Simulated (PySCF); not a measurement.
C3H6O2Si, SMILES C#C[Si](C)(O)O.

Coordinates come from a PBE-D3(BJ)/def2-SVP optimisation. The structure was generated by enumeration, and PubChem lists no compound with its InChIKey, so it may never have been made. One conformer was computed; it need not be the lowest.

All values below come from PySCF with PBE-D3(BJ)/def2-SVP.

Frequencies are harmonic and unscaled.

Question: List the normal modes with their intensities. (Estimate from the structure and the level; the computed values follow.)

Answer: 
| mode | ν (cm⁻¹) | IR (km/mol) | moving atoms (share of kinetic energy) |
|---|---|---|---|
| 1 | 114 | 0.5 | C 50 %, H 31 %, O 14 % |
| 2 | 126 | 2.2 | H 59 %, C 24 %, O 14 % |
| 3 | 138 | 1.1 | H 52 %, O 30 %, C 16 % |
| 4 | 203 | 34.4 | H 57 %, C 22 %, O 15 % |
| 5 | 228 | 17.1 | H 43 %, O 30 %, C 21 % |
| 6 | 264 | 62.7 | H 47 %, O 25 %, C 24 % |
| 7 | 266 | 5.5 | H 51 %, O 22 %, C 16 %, Si 10 % |
| 8 | 340 | 83.2 | O 38 %, H 34 %, C 23 % |
| 9 | 372 | 52.3 | C 57 %, H 16 %, O 15 %, Si 12 % |
| 10 | 384 | 62.0 | C 45 %, O 27 %, H 21 % |
| 11 | 576 | 29.2 | C 59 %, Si 15 %, O 13 %, H 12 % |
| 12 | 695 | 39.1 | C 35 %, H 32 %, Si 21 %, O 12 % |
| 13 | 697 | 34.6 | H 74 %, C 24 % |
| 14 | 700 | 39.3 | H 71 %, C 24 % |
| 15 | 740 | 62.4 | H 70 %, C 17 %, O 10 % |
| 16 | 747 | 32.4 | H 68 %, C 18 %, O 13 % |
| 17 | 792 | 163.2 | H 50 %, O 33 %, Si 11 % |
| 18 | 869 | 363.3 | H 55 %, Si 22 %, O 17 % |
| 19 | 879 | 52.0 | H 44 %, Si 33 %, O 20 % |
| 20 | 917 | 114.6 | Si 45 %, O 34 %, H 20 % |
| 21 | 1224 | 36.6 | H 76 %, C 23 % |
| 22 | 1376 | 3.1 | H 96 % |
| 23 | 1381 | 2.6 | H 96 % |
| 24 | 2090 | 38.7 | C 90 %, H 9 % |
| 25 | 2981 | 0.7 | H 97 % |
| 26 | 3080 | 2.8 | H 91 %, C 9 % |
| 27 | 3090 | 1.7 | H 91 %, C 9 % |
| 28 | 3390 | 43.0 | H 86 %, C 14 % |
| 29 | 3756 | 68.8 | H 94 % |
| 30 | 3759 | 62.4 | H 94 % |
